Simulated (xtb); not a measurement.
C₇H₁₄O, triplet, geometry from GFN2-xTB (a higher spin typed on purpose: for a closed-shell molecule this is an excited state), atoms displaced at random by about 0.05 Å a coordinate. Base run: GFN1-xTB (xtb).

The xtb input:
```
$ xtb mol.xyz --gfn 1 --uhf 2 --opt --json

# file mol.xyz
22

C      3.90812863    -0.35529261    -0.50436613
C      2.52040199    -0.85587028     0.13808910
C      1.44345619     0.26266073    -0.33185816
C      0.12247922    -0.14559137     0.11934695
C     -0.93695984     0.76928166    -0.23215069
C     -2.31773816     0.63338120     0.21799313
C     -2.94589011    -0.76694168    -0.46283716
O     -2.50936811     0.73580907     1.48422919
H      4.61407154    -1.17145642    -0.15875595
H      4.23996451     0.63923616     0.01153293
H      3.92260970    -0.44070088    -1.46765445
H      2.30103016    -1.82087844    -0.31808252
H      2.61358467    -0.86418646     1.19715720
H      1.77463466     1.19123959    -0.06352589
H      1.45480004     0.31079667    -1.48353920
H      0.07345666    -0.17300997     1.33854319
H     -0.03952011    -1.26570287    -0.15959646
H     -0.60525467     1.87855283    -0.00347714
H     -1.08487259     0.78903904    -1.41285580
H     -2.51036436    -1.58747460    -0.03543265
H     -4.02931829    -0.64697009    -0.17619037
H     -3.02377575    -0.58531110    -1.57718981
```

Each row names what was changed in the base input (with any setting that the change needs).

| change | ΔE vs base (kcal/mol) | optimiser steps |
|---|---|---|
| base | 0.000 | 11 |
| alpb = chcl3 | -9.11 | 10 |
| opt level = sloppy | 0.025 | 7 |
| opt level = vtight | -0.018 | 32 |
| opt level = extreme | -0.018 | 35 |
| opt level = lax | 0.006 | 9 |
| opt level = loose | 0.012 | 8 |
| opt level = tight | -0.016 | 19 |
| engine = inertial | 0.030 | - |
| alpb = dmso | -9.40 | 11 |
